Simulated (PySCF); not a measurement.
## Mo³⁸⁺ (molybdenum, charge +38): Hartree-Fock from Schrödinger to Dirac-Coulomb-Breit

Occupied: 1s1/2, 2s1/2. Hartree-Fock calculated with PySCF 2.14 in an even-tempered Gaussian basis (19 s from 5.6 bohr⁻², ratio 2.3; 14 p from 6.7 bohr⁻², ratio 2.3), Gaussian nucleus throughout. NR is non-relativistic, sf-X2C the spin-free one-electron X2C Hamiltonian, X2C adds the bare one-electron spin-orbit term, X2C-SNSO screens it by Boettger's factors, DC is four-component Dirac-Coulomb, and the Gaunt and Breit terms are added at first order (total energies over the DC spinors, levels after relaxing the spinors in that mean field). QED terms are absent. Levels marked empty are virtual spinors of this ion.

| Hamiltonian | E (hartree) | E − E(DC) (hartree) | CPU seconds |
| --- | --- | --- | --- |
| NR | -2139.7921 | 54.4993 | 0.3 |
| sf-X2C | -2193.7046 | 0.5867 | 0.18 |
| X2C | -2193.7046 | 0.5867 | 0.18 |
| X2C-SNSO | -2193.7046 | 0.5867 | 0.18 |
| DC | -2194.2914 | 0.0000 | 3.4 |
| DC+Gaunt | -2193.0740 | 1.2174 | 5.4 |
| DC+Breit | -2193.0980 | 1.1934 | 47 |

| level (eV) | NR | sf-X2C | X2C | X2C-SNSO | DC | DC+Gaunt | DC+Breit |
| --- | --- | --- | --- | --- | --- | --- | --- |
| 1s1/2 | -22851.6 | -23384.5 | -23384.5 | -23384.5 | -23398.7 | -23369.5 | -23369.8 |
| 2s1/2 | -5386.1 | -5544.8 | -5544.8 | -5544.8 | -5546.3 | -5543.0 | -5543.3 |
| 2p1/2 (empty) | -5151.6 | -5211.1 | -5299.3 | -5294.9 | -5296.1 | -5290.1 | -5291.0 |
| 2p3/2 (empty) | -5151.6 | -5211.1 | -5170.4 | -5172.3 | -5172.6 | -5169.1 | -5170.0 |
| 3s1/2 (empty) | -2274.0 | -2326.5 | -2326.5 | -2326.5 | -2326.9 | -2326.0 | -2326.1 |

```
interval (eV)    X2C  X2C-SNSO     DC  DC+Gaunt  DC+Breit
2p3/2 − 2p1/2  128.9     122.6  123.5     121.0     121.0
```

Weight of the small component: 1s1/2 0.0237, 2s1/2 0.00553, 2p1/2 0.00543, 2p3/2 0.00529, 3s1/2 0.00230.

Koopmans' value for the highest occupied level at DC+Breit: 5543.3 eV, against an ionisation energy of 5548 ± 5 eV (semi-empirical (NIST evaluation); NIST Atomic Spectra Database, ionization energies); the former lacks relaxation, correlation, QED and recoil.

The whole ladder took 58 s of wall time on 1 thread of Neoverse-V2 (shared host), launched as `OMP_NUM_THREADS=1 python relrun2.py TASK.json OUT` (a driver that calls PySCF for each Hamiltonian).

Dirac-Coulomb iterations, started from the X2C spinors:

```
with_ssss True, with_gaunt False, with_breit False
light speed = 137.03599967994
init E= -2187.96377576245
cycle= 1 E= -2194.29134872265  delta_E= -6.33  |g|= 0.578  |ddm|= 0.0417
cycle= 2 E= -2194.29137745064  delta_E= -2.87e-05  |g|= 0.00147  |ddm|= 0.000418
cycle= 3 E= -2194.29137745136  delta_E= -7.19e-10  |g|= 4.92e-06  |ddm|= 8.13e-06
```
